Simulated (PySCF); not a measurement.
SMILES C=Cc1ccc(C(=O)OC)cc1 (C10H10O2) (GFN2-xTB optimised geometry):

```
22

C      1.092     4.194    -0.235
C      1.558     2.967    -0.034
C      0.779     1.736    -0.017
C     -0.618     1.722    -0.009
C     -1.310     0.531     0.000
C     -0.626    -0.685     0.000
C     -1.416    -1.936     0.004
O     -2.622    -1.983     0.046
O     -0.645    -3.036    -0.049
C     -1.339    -4.273    -0.052
C      0.767    -0.685     0.000
C      1.453     0.511    -0.004
H      1.748     5.048    -0.237
H      0.051     4.400    -0.413
H      2.622     2.829     0.120
H     -1.165     2.652    -0.001
H     -2.390     0.513     0.008
H     -2.021    -4.323    -0.903
H     -1.918    -4.385     0.867
H     -0.580    -5.048    -0.123
H      1.299    -1.623     0.006
H      2.534     0.505    -0.003
```

Level of theory: PBE0/def2-SVP (PySCF).

### Question
What are the frontier orbital energies and the dipole moment?

### Answer
HOMO-2 -7.94 eV, HOMO-1 -7.59 eV, HOMO -6.82 eV, LUMO -1.68 eV, LUMO+1 -0.28 eV; dipole moment 1.88 D.

Meta-Löwdin charges at PBE0/def2-SVP: C1 -0.22, C2 -0.10, C3 0.02, C4 -0.11, C5 -0.08, C6 -0.05, C7 0.49, O8 -0.45, O9 -0.34, C10 -0.09, C11 -0.09, C12 -0.11, H13 0.11, H14 0.11, H15 0.10, H16 0.11, H17 0.13, H18 0.11, H19 0.11, H20 0.12, H21 0.12, H22 0.11.
